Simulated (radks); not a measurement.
Task: Species: Hg0.5+. Configuration: [Xe] 4f14 5d10 6s1.5 (fractional occupations, a model configuration). Calculated with a radial shooting solver on a logarithmic mesh with Libxc functionals: Dirac Kohn-Sham, PBE, spin-unpolarised, spherical densities, point nucleus.

Spin-orbit splittings of the eigenvalues, e(l+1/2) - e(l-1/2), with zeta = 2 splitting/(2l+1) and mean radii in bohr:

shell  occ.  splitting (eV)  zeta (eV)  <r> j=l-1/2  <r> j=l+1/2
2p        6            1948       1299      0.05692      0.06560
3p        6           431.5      287.7       0.1704       0.1863
3d       10           92.43      36.97       0.1621       0.1670
4p        6           104.2      69.46       0.4011       0.4353
4d       10           19.42      7.768       0.4425       0.4536
4f       14           4.192      1.198       0.4793       0.4860
5p        6               ?          ?       0.9724        1.069
5d       10           1.852     0.7410        1.448        1.514

Estimate the 5p splitting.

Result: 18.26 eV (zeta = 12.17 eV).
